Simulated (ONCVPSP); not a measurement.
How hard is this nitrogen (N) ONCV potential?

| Quantity | Value |
| --- | --- |
| Element | N |
| Generator | ONCVPSP 4.0.1 |
| Type | optimised norm-conserving Vanderbilt (ONCV) |
| Functional | PBE |
| Relativity | non-relativistic |
| Frozen core | [He] |
| Valence charge | 5 |
| Reference configuration | 2s1.5 2p3.5 |
| Partial waves | 2s: rc 0.75 bohr, ncon 4, nbas 8, qcut 10.2 1/bohr, 2 projectors, debl 0.5 Ha; 2p: rc 2.20 bohr, ncon 5, nbas 9, qcut 4.8 1/bohr, 2 projectors, debl 3.9 Ha; d scattering state at 0.03 Ha: rc 2.25 bohr, ncon 3, nbas 7, qcut 4.6 1/bohr, 1 projector |
| Local potential | polynomial inside 0.70 bohr (lpopt 5, dvloc0 0 Ha) |
| Core correction | Teter function, fcfact 4, rcfact 1.25 |

In the s channel the program set the typed energies aside and used -0.690, 0.250 Ha.

Question: For each optimised wave give the share of its norm inside rc, the residual kinetic energy above qcut (Ha) and the cutoffs (Ha) for errors of 10, 1, 0.1 and 0.01 mHa per electron.

Answer:

```
         wave  norm inside rc  residual KE  10 mHa  1 mHa  0.1 mHa  0.01 mHa
           2s           0.145      2.4e-04    19.7   29.4    170.5     313.3
s projector 2           0.028      1.2e-04    14.8   30.0     56.6     384.3
           2p           0.836      1.5e-03     9.1   12.5     47.6      55.7
p projector 2           0.192      5.0e-02    23.1   62.8     71.6      77.7
d projector 1           0.000      1.6e-07     0.0    0.1      0.2       0.9
```

The occupied waves need 29 Ha and 170 Ha for 1 and 0.1 mHa. Rows with under 1 % of the norm inside rc give no meaningful cutoff. Note: ghosts flagged at negative energy: s at -268.3 eV; GHOST(+) flagged for d at 33.9 eV, p at 135.7 eV. A true bound ghost makes a file unfit for plane-wave use. 1 of 4 tests not solved or not reliable.
